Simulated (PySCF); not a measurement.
C$_{3}$H$_{7}$O (SMILES [CH2]C(C)O), doublet, geometry from GFN2-xTB; PySCF with DF-BLYP/6-31G**.

PySCF was given this input:
```python
from pyscf import gto, scf, dft

mol = gto.Mole()
mol.atom = '''
    O    -0.058927    1.356331   -0.113228
    C    -0.028635    0.025655    0.354399
    H     0.820633    1.739215   -0.027336
    H     0.140125    0.025155    1.453249
    C    -1.320281   -0.614142    0.060291
    C     1.147960   -0.758833   -0.272589
    H     1.050980   -0.752151   -1.355337
    H    -2.037394   -0.100867   -0.545019
    H     2.097487   -0.301894    0.002915
    H    -1.532648   -1.589913    0.446335
    H     1.137967   -1.786270    0.078409
'''
mol.basis = '6-31g**'
mol.charge = 0
mol.spin = 1
mol.verbose = 4
mol.build()

mf = dft.UKS(mol)
mf.xc = 'blyp'
mf.diis = False
mf.damp = 0.3
mf.diis_start_cycle = 200
mf.max_cycle = 150
mf = mf.density_fit(auxbasis='def2-universal-jkfit')
mf.kernel()
mf.analyze()
```

It wrote (shortened):

```
PySCF version 2.14.0

[INPUT] verbose = 4
[INPUT] num. atoms = 11
[INPUT] num. electrons = 33
[INPUT] charge = 0
[INPUT] spin (= nelec alpha-beta = 2S) = 1
[INPUT] symmetry False subgroup None
[INPUT] Mole.unit = angstrom
[INPUT] Symbol           X                Y                Z      unit          X                Y                Z       unit  Magmom
[...]
nuclear repulsion = 127.076277870864
number of shells = 45
number of NR pGTOs = 157
number of NR cGTOs = 91
basis = 6-31g**
ecp = {}

******** <class 'pyscf.df.df_jk.DFUKS'> ********
method = DFUKS
initial guess = minao
damping factor = 0.3
level_shift factor = 0
DIIS disabled
SCF conv_tol = 1e-09
SCF conv_tol_grad = None
SCF max_cycles = 150
direct_scf = False
number electrons alpha = 17  beta = 16
XC library pyscf.dft.libxc version 7.1.2
    S. Lehtola, C. Steigemann, M. J. T. Oliveira, and M. A. L. Marques,  SoftwareX 7, 1–5 (2018)
XC functionals = blyp
    A. D. Becke,  Phys. Rev. A 38, 3098 (1988)
    C. Lee, W. Yang, and R. G. Parr,  Phys. Rev. B 37, 785 (1988)
    B. Miehlich, A. Savin, H. Stoll, and H. Preuss,  Chem. Phys. Lett. 157, 200 (1989)
radial grids:
    Treutler-Ahlrichs [JCP 102, 346 (1995); DOI:10.1063/1.469408] (M4) radial grids

becke partition: Becke, JCP 88, 2547 (1988); DOI:10.1063/1.454033
pruning grids: <function nwchem_prune>
grids dens level: 3
symmetrized grids: False
atomic radii adjust function: <function treutler_atomic_radii_adjust>
small_rho_cutoff = 0
Set gradient conv threshold to 3.16228e-05
tot grids = 125096
init E= -193.722810713209

cycle= 1 E= -193.449011797899  delta_E= 0.274  |g|= 0.573  |ddm|= 2.04
cycle= 2 E= -193.480347068072  delta_E= -0.0313  |g|= 0.529  |ddm|= 1.01
cycle= 3 E= -193.49025553627  delta_E= -0.00991  |g|= 0.517  |ddm|= 0.894
cycle= 4 E= -193.479386861619  delta_E= 0.0109  |g|= 0.542  |ddm|= 0.92
cycle= 5 E= -193.474112852514  delta_E= 0.00527  |g|= 0.563  |ddm|= 0.937
cycle= 6 E= -193.449148762341  delta_E= 0.025  |g|= 0.612  |ddm|= 1.01
cycle= 7 E= -193.43869755987  delta_E= 0.0105  |g|= 0.642  |ddm|= 1.06
cycle= 8 E= -193.400676367583  delta_E= 0.038  |g|= 0.706  |ddm|= 1.17
cycle= 9 E= -193.387867694737  delta_E= 0.0128  |g|= 0.739  |ddm|= 1.23
cycle= 10 E= -193.332785861381  delta_E= 0.0551  |g|= 0.818  |ddm|= 1.37
cycle= 11 E= -193.319714821206  delta_E= 0.0131  |g|= 0.851  |ddm|= 1.44

cycle= 12 E= -192.5634177253  delta_E= 0.756  |g|= 1.34  |ddm|= 1.83
cycle= 13 E= -191.575498080226  delta_E= 0.988  |g|= 1.92  |ddm|= 3.27
cycle= 14 E= -184.511088425727  delta_E= 7.06  |g|=  3.2  |ddm|= 10.3
cycle= 15 E= -175.582357321966  delta_E= 8.93  |g|= 4.45  |ddm|= 11.1

cycle= 16 E= -158.099573355602  delta_E= 17.5  |g|= 4.92  |ddm|= 17.7
cycle= 17 E= -156.277444453951  delta_E= 1.82  |g|= 6.45  |ddm|=   18
cycle= 18 E= -161.02825452901  delta_E= -4.75  |g|= 4.56  |ddm|= 11.7
cycle= 19 E= -146.956911224948  delta_E= 14.1  |g|= 6.78  |ddm|= 12.2
cycle= 20 E= -155.430420098438  delta_E= -8.47  |g|= 4.76  |ddm|= 15.9
cycle= 21 E= -153.788259356204  delta_E= 1.64  |g|= 6.16  |ddm|= 15.7
cycle= 22 E= -157.11994235985  delta_E= -3.33  |g|= 4.54  |ddm|= 11.7
cycle= 23 E= -149.133239491464  delta_E= 7.99  |g|= 6.24  |ddm|=   12
cycle= 24 E= -156.84222089363  delta_E= -7.71  |g|= 4.64  |ddm|= 11.5
cycle= 25 E= -151.684461027122  delta_E= 5.16  |g|= 5.89  |ddm|= 11.4
cycle= 26 E= -156.768961095641  delta_E= -5.08  |g|= 4.59  |ddm|= 11.5
cycle= 27 E= -149.530273962939  delta_E= 7.24  |g|=  6.2  |ddm|= 11.6
cycle= 28 E= -156.882800243613  delta_E= -7.35  |g|= 4.62  |ddm|= 11.6
cycle= 29 E= -151.60437983946  delta_E= 5.28  |g|=  5.9  |ddm|= 11.5
cycle= 30 E= -156.767095980368  delta_E= -5.16  |g|=  4.6  |ddm|= 11.5
cycle= 31 E= -149.63264234442  delta_E= 7.13  |g|= 6.18  |ddm|= 11.6
cycle= 32 E= -156.875012665828  delta_E= -7.24  |g|= 4.62  |ddm|= 11.6
cycle= 33 E= -151.531828553438  delta_E= 5.34  |g|=  5.9  |ddm|= 11.5
cycle= 34 E= -156.77350131084  delta_E= -5.24  |g|=  4.6  |ddm|= 11.5
cycle= 35 E= -149.721135289247  delta_E= 7.05  |g|= 6.16  |ddm|= 11.6
cycle= 36 E= -156.868744784483  delta_E= -7.15  |g|= 4.62  |ddm|= 11.6
cycle= 37 E= -151.440287000563  delta_E= 5.43  |g|= 5.92  |ddm|= 11.5
cycle= 38 E= -156.781736448278  delta_E= -5.34  |g|=  4.6  |ddm|= 11.5
cycle= 39 E= -149.81066027439  delta_E= 6.97  |g|= 6.15  |ddm|= 11.6
cycle= 40 E= -156.863103417984  delta_E= -7.05  |g|= 4.62  |ddm|= 11.6
cycle= 41 E= -151.316328853945  delta_E= 5.55  |g|= 5.94  |ddm|= 11.5
cycle= 42 E= -156.792131219986  delta_E= -5.48  |g|=  4.6  |ddm|= 11.5
cycle= 43 E= -149.908759130163  delta_E= 6.88  |g|= 6.14  |ddm|= 11.6
cycle= 44 E= -156.857927275672  delta_E= -6.95  |g|= 4.62  |ddm|= 11.6
cycle= 45 E= -151.159696372813  delta_E=  5.7  |g|= 5.97  |ddm|= 11.5
cycle= 46 E= -156.803866141155  delta_E= -5.64  |g|=  4.6  |ddm|= 11.5
cycle= 47 E= -150.014696254147  delta_E= 6.79  |g|= 6.12  |ddm|= 11.6
cycle= 48 E= -156.853532041163  delta_E= -6.84  |g|= 4.61  |ddm|= 11.6
cycle= 49 E= -150.995333719824  delta_E= 5.86  |g|=    6  |ddm|= 11.5
cycle= 50 E= -156.814748687239  delta_E= -5.82  |g|=  4.6  |ddm|= 11.5
cycle= 51 E= -150.118095861909  delta_E=  6.7  |g|= 6.12  |ddm|= 11.6
cycle= 52 E= -156.850210148901  delta_E= -6.73  |g|= 4.61  |ddm|= 11.6
cycle= 53 E= -150.854708530811  delta_E=    6  |g|= 6.02  |ddm|= 11.5
cycle= 54 E= -156.822989583305  delta_E= -5.97  |g|=  4.6  |ddm|= 11.5
cycle= 55 E= -150.206891566217  delta_E= 6.62  |g|= 6.11  |ddm|= 11.6
cycle= 56 E= -156.847785597434  delta_E= -6.64  |g|= 4.61  |ddm|= 11.6
cycle= 57 E= -150.749164852723  delta_E=  6.1  |g|= 6.04  |ddm|= 11.6
cycle= 58 E= -156.828452422209  delta_E= -6.08  |g|=  4.6  |ddm|= 11.5
cycle= 59 E= -150.27661513719  delta_E= 6.55  |g|=  6.1  |ddm|= 11.6
cycle= 60 E= -156.845942318479  delta_E= -6.57  |g|= 4.61  |ddm|= 11.6
cycle= 61 E= -150.674003628611  delta_E= 6.17  |g|= 6.05  |ddm|= 11.6
cycle= 62 E= -156.831965739283  delta_E= -6.16  |g|=  4.6  |ddm|= 11.5
[...]
cycle= 142 E= -156.839652168704  delta_E= -6.36  |g|= 4.61  |ddm|= 11.6
cycle= 143 E= -150.480498222621  delta_E= 6.36  |g|= 6.08  |ddm|= 11.6
cycle= 144 E= -156.839687593062  delta_E= -6.36  |g|= 4.61  |ddm|= 11.6
cycle= 145 E= -150.48134743394  delta_E= 6.36  |g|= 6.08  |ddm|= 11.6
cycle= 146 E= -156.839656951455  delta_E= -6.36  |g|= 4.61  |ddm|= 11.6
cycle= 147 E= -150.480612761023  delta_E= 6.36  |g|= 6.08  |ddm|= 11.6
cycle= 148 E= -156.839683462443  delta_E= -6.36  |g|= 4.61  |ddm|= 11.6
cycle= 149 E= -150.481248309558  delta_E= 6.36  |g|= 6.08  |ddm|= 11.6
cycle= 150 E= -156.83966053004  delta_E= -6.36  |g|= 4.61  |ddm|= 11.6
SCF not converged.
SCF energy = -156.83966053004 after 150 cycles  <S^2> = 0.75034044  2S+1 = 2.0003404
**** SCF Summaries ****
Total Energy =                        -156.839660530039851
Nuclear Repulsion Energy =             127.076277870863919
One-electron Energy =                 -476.014068202006683
Two-electron Energy =                  192.098129801102885
Two-electron Coulomb Energy =          220.432523375118592
DFT Exchange-Correlation Energy =      -28.334393574015717
**** MO energy ****
                             alpha | beta                alpha | beta
[...]
To work with the spin densities directly, `use mulliken_meta_spin()` only printing them here.

 ** Mulliken spin pop alpha/beta on meta-lowdin orthogonal AOs **
 ** Mulliken Spin Density (per AO)  **
spin_pop of  0 O 1s       -0.00000
spin_pop of  0 O 2s        0.00005
spin_pop of  0 O 3s        0.00013
spin_pop of  0 O 2px       0.00000
spin_pop of  0 O 2py       0.00001
spin_pop of  0 O 2pz       0.00001
spin_pop of  0 O 3px       0.00002
spin_pop of  0 O 3py       0.00007
spin_pop of  0 O 3pz       0.00000
spin_pop of  0 O 3dxy      0.00001
spin_pop of  0 O 3dyz      0.00000
spin_pop of  0 O 3dz^2     0.00000
spin_pop of  0 O 3dxz      0.00001
spin_pop of  0 O 3dx2-y2    0.00001
spin_pop of  1 C 1s       -0.00001
spin_pop of  1 C 2s        0.00065
spin_pop of  1 C 3s        0.00112
spin_pop of  1 C 2px       0.00347
spin_pop of  1 C 2py       0.00455
spin_pop of  1 C 2pz       0.00520
spin_pop of  1 C 3px       0.00041
spin_pop of  1 C 3py       0.00153
spin_pop of  1 C 3pz       0.00024
spin_pop of  1 C 3dxy      0.00005
spin_pop of  1 C 3dyz      0.00013
spin_pop of  1 C 3dz^2     0.00009
spin_pop of  1 C 3dxz     -0.00001
spin_pop of  1 C 3dx2-y2    0.00001
spin_pop of  2 H 1s        0.00000
spin_pop of  2 H 2s       -0.00000
spin_pop of  2 H 2px       0.00000
spin_pop of  2 H 2py       0.00000
spin_pop of  2 H 2pz       0.00000
spin_pop of  3 H 1s        0.00151
spin_pop of  3 H 2s        0.00001
spin_pop of  3 H 2px       0.00000
spin_pop of  3 H 2py       0.00007
spin_pop of  3 H 2pz       0.00001
spin_pop of  4 C 1s        0.00000
spin_pop of  4 C 2s        0.07882
spin_pop of  4 C 3s        0.00035
spin_pop of  4 C 2px       0.01168
spin_pop of  4 C 2py       0.08588
spin_pop of  4 C 2pz       0.02524
spin_pop of  4 C 3px       0.01644
spin_pop of  4 C 3py       0.00197
spin_pop of  4 C 3pz       0.00343
spin_pop of  4 C 3dxy     -0.00018
spin_pop of  4 C 3dyz      0.00004
spin_pop of  4 C 3dz^2     0.00069
spin_pop of  4 C 3dxz      0.00099
spin_pop of  4 C 3dx2-y2   -0.00050
spin_pop of  5 C 1s        0.00000
spin_pop of  5 C 2s       -0.00057
spin_pop of  5 C 3s        0.00004
spin_pop of  5 C 2px       0.00003
spin_pop of  5 C 2py       0.00007
spin_pop of  5 C 2pz       0.00012
spin_pop of  5 C 3px       0.00154
spin_pop of  5 C 3py       0.00040
spin_pop of  5 C 3pz       0.00167
spin_pop of  5 C 3dxy      0.00005
spin_pop of  5 C 3dyz     -0.00005
spin_pop of  5 C 3dz^2     0.00027
spin_pop of  5 C 3dxz      0.00038
spin_pop of  5 C 3dx2-y2    0.00002
spin_pop of  6 H 1s       -0.00018
spin_pop of  6 H 2s        0.00010
spin_pop of  6 H 2px       0.00012
spin_pop of  6 H 2py       0.00003
spin_pop of  6 H 2pz       0.00004
spin_pop of  7 H 1s        0.68637
spin_pop of  7 H 2s        0.03557
spin_pop of  7 H 2px       0.00197
spin_pop of  7 H 2py       0.00273
spin_pop of  7 H 2pz       0.00013
spin_pop of  8 H 1s       -0.00125
spin_pop of  8 H 2s        0.00016
spin_pop of  8 H 2px       0.00011
spin_pop of  8 H 2py       0.00002
spin_pop of  8 H 2pz       0.00004
spin_pop of  9 H 1s        0.02019
spin_pop of  9 H 2s        0.00499
spin_pop of  9 H 2px       0.00032
spin_pop of  9 H 2py      -0.00005
spin_pop of  9 H 2pz      -0.00004
spin_pop of  10 H 1s       -0.00059
spin_pop of  10 H 2s        0.00069
spin_pop of  10 H 2px       0.00004
spin_pop of  10 H 2py       0.00001
spin_pop of  10 H 2pz       0.00025
 ** Mulliken Spin Density (per atom)  **
spin density of  0 O =      0.00033
spin density of  1 C =      0.01745
spin density of  2 H =      0.00000
spin density of  3 H =      0.00161
spin density of  4 C =      0.22487
spin density of  5 C =      0.00397
spin density of  6 H =      0.00010
spin density of  7 H =      0.72678
spin density of  8 H =     -0.00092
spin density of  9 H =      0.02541
spin density of  10 H =      0.00040
 ** Mulliken pop alpha/beta on meta-lowdin orthogonal AOs **
 ** Mulliken pop       alpha | beta **
In total            17.00000 | 16.00000
 ** Mulliken atomic charges   ( Nelec_alpha | Nelec_beta ) **
charge of  0O =      5.99107  (     1.00463      1.00430 )
charge of  1C =      3.54824  (     1.23461      1.21716 )
charge of  2H =      0.99742  (     0.00129      0.00129 )
charge of  3H =      0.98704  (     0.00729      0.00567 )
charge of  4C =     -3.32303  (     4.77395      4.54908 )
charge of  5C =     -3.77296  (     4.88846      4.88449 )
charge of  6H =     -1.05522  (     1.02766      1.02756 )
charge of  7H =     -0.26632  (     0.99655      0.26977 )
charge of  8H =     -0.85673  (     0.92790      0.92883 )
charge of  9H =     -1.11704  (     1.07122      1.04581 )
charge of  10H =     -1.13248  (     1.06644      1.06604 )
Dipole moment(X, Y, Z, Debye): -6.31908, 107.76416, 21.09430
```

Convergence was not reached.
